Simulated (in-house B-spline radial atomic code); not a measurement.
Configurations of In+, with energies counted from [Kr] 4d10 5s2. Level of theory: scalar-relativistic (X2C) revTPSS, spin-polarised, spherical fractional occupations, Fermi nucleus of rms radius 4.6156 fm; calculated with a B-spline radial code for spherical atoms. Shells without spins written out take the highest spin.

Occupations are held fixed; configurations that lie above the ionisation limit could autoionise.

| configuration | E - E(ref) (eV) | highest orbital | its <r> (bohr) |
| --- | --- | --- | --- |
| [Kr] 4d10 5s1 6f1 | 16.904 | 6f up | 21.83 |
| [Kr] 4d(4 up, 5 down) 4f(1 up, 0 down) 5s2 | 29.732 | 4f up | 8.419 |
| [Ar] 3d10 4s2 4p(3 up, 2 down) 4d10 5s2 5p(1 up, 0 down) | 80.339 | 5p up | 2.907 |
| [Ar] 3d10 4s2 4p(2 up, 3 down) 4d10 5s2 6f(1 up, 0 down) | 92.496 | 6f up | 21.57 |
| [Ar] 3d9 4s2 4p6 4d10 5s2 5p1 | 445.89 | 5p up | 2.897 |
| [Ar] 3d9 4s2 4p6 4d10 5s2 6d1 | 456.08 | 6d up | 9.922 |
| [Ar] 3d9 4s2 4p6 4d10 4f1 5s2 | 456.25 | 4f up | 8.431 |

(1) Order these further configurations by energy, lowest first.
A. [Kr] 4d10 5s1 6s1
B. [Ar] 3d10 4s2 4p5 4d10 4f1 5s2
C. [Ar] 3d9 4s2 4p6 4d10 5s2 6p1
D. [Ar] 3d10 4s2 4p5 4d10 5s2 5d1
E. [Kr] 4d10 5s(1 up, 0 down) 6s(0 up, 1 down)

(2) How far above the reference does [Ar] 3d10 4s2 4p5 4d10 5s2 6s1 lie?

(3) How far above the reference does [Kr] 4d9 5s2 5p1 lie?

Answers

(1) E (11.293 eV), A (11.305 eV), D (87.907 eV), B (90.656 eV), C (453.93 eV).

(2) 86.687 eV; its least bound orbital is 6s up with <r> = 5.642 bohr.

(3) 19.43 eV; its least bound orbital is 5p up with <r> = 2.916 bohr.
